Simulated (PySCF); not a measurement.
These 2 structures share the formula C3H4FNOSi. Method used: PBE0-D3(BJ)/def2-SVP geometry optimisation, gas phase in PySCF 2.14.0. One conformer each; no zero-point energy, no entropy. No frequencies were run at this level. Point groups hold within 0.08 Å.

Question: Order them by energy at this level, lowest first, and give relative energies in kcal/mol.
A. `[CH2:1]=[CH:2][O:3][Si@@H:4]([F:5])[C:6]#[N:7]` with C1–C2–O3–Si4 2°, C2–O3–Si4–F5 -177°
B. `[N:1]#[C:2][SiH2:3][O:4]/[CH:5]=[CH:6]\[F:7]` with C2–Si3–O4–C5 59°, Si3–O4–C5–C6 7°

Answer: A (0.0), B (45.2).

As drawn, the lower has an Si–F bond, which the higher lacks.

```
           SMILES      E (Eh)  E rel (kcal/mol)  dipole (D)  point group     A, B, C (MHz)
C=CO[Si@@H](F)C#N  -635.24409               0.0        2.99           C1  2757, 1822, 1187
 N#C[SiH2]O/C=C\F  -635.17205              45.2        3.45           C1  3030, 1789, 1360
```

How do the relative energies change in single points at LDA/pcSseg-1 (no added dispersion term) on the same geometries?

```
           SMILES  PBE0-D3(BJ)/def2-SVP (kcal/mol)  LDA/pcSseg-1 (kcal/mol)  shift
C=CO[Si@@H](F)C#N                              0.0                      0.0    0.0
 N#C[SiH2]O/C=C\F                             45.2                     44.4   -0.8
```

Each column counts from its own lowest isomer. The order is unchanged; the largest shift is 0.8 kcal/mol.
